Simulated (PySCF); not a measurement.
Compound: C6H18AlP.
SMILES with atom numbers: `[CH3:1][Al-:2]([CH3:3])([CH3:4])[P+:5]([CH3:6])([CH3:7])[CH3:8]` (hydrogens: H9, H10, H11 on C1; H12, H13, H14 on C3; H15, H16, H17 on C4; H18, H19, H20 on C6; H21, H22, H23 on C7; H24, H25, H26 on C8)

Jobs on this species (26 atoms, 82 electrons) with PySCF (density fitting). Hardware of each: an Arm Neoverse V1 with one thread, shared host. The host was shared with other jobs, so the times are rough.

```tsv
level and settings	work	basis functions	SCF cycles	wall time
PBE0-D3(BJ)/def2-SVP, grid level 1	geometry optimisation from a GFN2-xTB start	210	?	?
PBE0/pcSseg-1, IEF-PCM tetrahydrofuran	shieldings	240	?	?
WP04/pcSseg-1, IEF-PCM chloroform	shieldings	240	13	55 s
PBE0/pcSseg-1, IEF-PCM chloroform	shieldings, charges and field gradients	240	12	57 s
wB97X-D/pcSseg-1, IEF-PCM chloroform	shieldings	240	12	72 s
```

Fill in the missing figures.

- PBE0-D3(BJ)/def2-SVP, grid level 1; geometry optimisation from a GFN2-xTB start: 5.6 min, 74 SCF cycles
- PBE0/pcSseg-1, IEF-PCM tetrahydrofuran; shieldings: 54 s, 12 SCF cycles

What do all jobs in the table cost together?

About 9.6 min; the longest takes about 59 % of that, and about 6.2 times as long as the shortest.
